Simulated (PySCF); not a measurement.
**Spin-rotation constants: SMILES [Se]=[PH]1C=C1, C2H3PSe**

Geometry:
```json
{"atom": "Se1", "x (Å)": "2.103", "y (Å)": "1.642", "z (Å)": "-0.494"}
{"atom": "P2", "x (Å)": "0.693", "y (Å)": "0.373", "z (Å)": "0.350"}
{"atom": "C3", "x (Å)": "-0.283", "y (Å)": "-0.906", "z (Å)": "-0.408"}
{"atom": "C4", "x (Å)": "-1.021", "y (Å)": "0.142", "z (Å)": "-0.067"}
{"atom": "H5", "x (Å)": "0.873", "y (Å)": "0.054", "z (Å)": "1.719"}
{"atom": "H6", "x (Å)": "-0.333", "y (Å)": "-1.851", "z (Å)": "-0.954"}
{"atom": "H7", "x (Å)": "-2.028", "y (Å)": "0.553", "z (Å)": "-0.172"}
```

The calculation used GIAO mPW1PW91/ANO-RCC-VDZP magnetisability, rotational g tensor and spin-rotation constants, non-relativistic, gas phase (PySCF). Geometry: PBE0-D3(BJ)/def2-SVP.

The calculation is non-relativistic, which matters for the atoms heavier than Zn.

Problem. Give the nuclear spin-rotation constants along the inertial axes (H = +C I·J) beside the isotropic shieldings.

Solution. Rotational constants 16.3679, 1.7834, 1.7808 GHz. A star marks the isotopologue with that one atom substituted, in its own axes.
```tsv
atom	isotope	Caa (kHz)	Cbb (kHz)	Ccc (kHz)	mean (kHz)	σ (ppm)
P2	31P	13.908	2.314	2.311	6.178	500.8
H5	1H	-1.639	-0.001	-0.001	-0.547	24.0
H6	1H	-0.626	-0.024	-0.024	-0.225	21.9
H7	1H	-0.623	-0.024	-0.024	-0.224	21.9
Se1	77Se*	12.004	2.056	2.053	5.371	2233.3
C3	13C*	6.129	0.576	0.575	2.426	34.9
```
Where two moments of inertia are equal or nearly so, the constants along those axes are given as their average.
For the geometry as given, no vibrational averaging.
